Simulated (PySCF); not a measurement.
## `O(C(CF)(F)F)[c+]1cc1Br`, [C$_{5}$H$_{3}$BrF$_{3}$O]+, charge +1

Geometry:
```
atom   x (Å)   y (Å)   z (Å)
  F1  -0.522   1.460   0.796
  C2  -1.665   0.801   0.445
  C3  -1.230  -0.419  -0.377
  F4  -0.788  -0.075  -1.591
  F5  -2.190  -1.310  -0.519
  O6  -0.151  -1.107   0.299
  C7   1.040  -0.715   0.155
  C8   2.381  -0.852   0.478
  C9   2.016   0.133  -0.423
Br10   2.433   1.496  -1.510
 H11  -2.287   1.469  -0.161
 H12  -2.185   0.484   1.355
 H13   3.140  -1.365   1.035
```

Total charge +1.

Theory: PySCF 2.14.0, GIAO B3LYP/pcSseg-1 magnetisability, rotational g tensor and spin-rotation constants, non-relativistic, gas phase. Geometry: GFN2-xTB.

The calculation is non-relativistic, which matters for the atoms heavier than Zn. For an ion the centre-of-mass motion in the field is neglected.

Problem. What are the magnetisability and the molar susceptibility?

Solution. Isotropic -1396 × 10⁻³⁰ J/T², or -84.1 × 10⁻⁶ cm³/mol; principal values -1599, -1338, -1250 × 10⁻³⁰ J/T², anisotropy 314 × 10⁻³⁰ J/T² (root of half the summed squared differences of the principal values). The susceptibility is in cgs units.

Problem. Split it along the inertial axes a, b, c into diamagnetic and paramagnetic parts about the centre of mass, with the quadrupole moment.

Solution. 
```csv
axis,χ (10⁻⁶ cm³/mol),diamagnetic (10⁻⁶ cm³/mol),paramagnetic (10⁻⁶ cm³/mol),summed x² of all electrons (Å²),quadrupole Θ (D Å)
a,-78.6,-737.8,659.2,396.8,+10.48
b,-78.4,-1982.3,1903.9,103.4,+7.95
c,-95.1,-2122.0,2026.8,70.5,-18.43
```
Anisotropies 2χaa − χbb − χcc = +16.3 and 2χbb − χaa − χcc = +17.0 × 10⁻⁶ cm³/mol. Θ is traceless in Buckingham's convention.

Problem. And the rotational g tensor?

Solution. 
```csv
axis,rotational constant (GHz),g,nuclear part,electronic part
a,1.7369,-0.0156,0.5222,-0.5379
b,0.5431,-0.0046,0.4812,-0.4857
c,0.5106,+0.0034,0.4896,-0.4862
```
Asymmetric top; isotopes 79Br, 12C, 19F, 1H, 16O; no vibrational averaging.
